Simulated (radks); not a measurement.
Problem. The table gives one normalised radial function P(r) = r R(r) of Bi2+ in [Hg] 6p1 (r in bohr). All-electron calculation, non-relativistic Kohn-Sham, AM05, spin-polarised, spherical densities, point nucleus; open shells are filled with parallel spins first (spin-orbit coupling, left out, can overturn this in heavy ions); relativity is left out, which matters for an element this heavy. Program: a radial shooting solver on a logarithmic mesh with Libxc functionals.

r,P
0.001294,0.0020
0.001754,0.0037
0.002377,0.0066
0.003221,0.0117
0.004365,0.0205
0.005916,0.0352
0.008018,0.0591
0.01087,0.0961
0.01473,0.1491
0.01996,0.2164
0.02705,0.2849
0.03666,0.3213
0.04968,0.2708
0.06733,0.0843
0.09053,-0.2040
0.1227,-0.4380
0.1663,-0.3410
0.2254,0.1562
0.3054,0.6291
0.4139,0.4634
0.561,-0.3511
0.7603,-1.0827
1.03,-1.1278
1.396,-0.6711
1.893,-0.2411
2.565,-0.0497
3.476,-0.0051
4.711,-0.0002
6.385,0.0000
8.653,0.0000

Which n and l does it have? It may be an empty orbital.

Solution. n = 5, l = 1: the number of nodes gives n - l - 1 = 3, the rise at small r (about r^(l+1)) gives l, and the extent must fit the shell. The curve is that of 5p up; the table hardly tells the two spins apart. 5p up: eigenvalue -106.72 eV, 3 radial nodes at r = 0.0739, 0.208, 0.499 bohr, <r> = 0.988 bohr, 90 % of the charge inside 1.42 bohr.
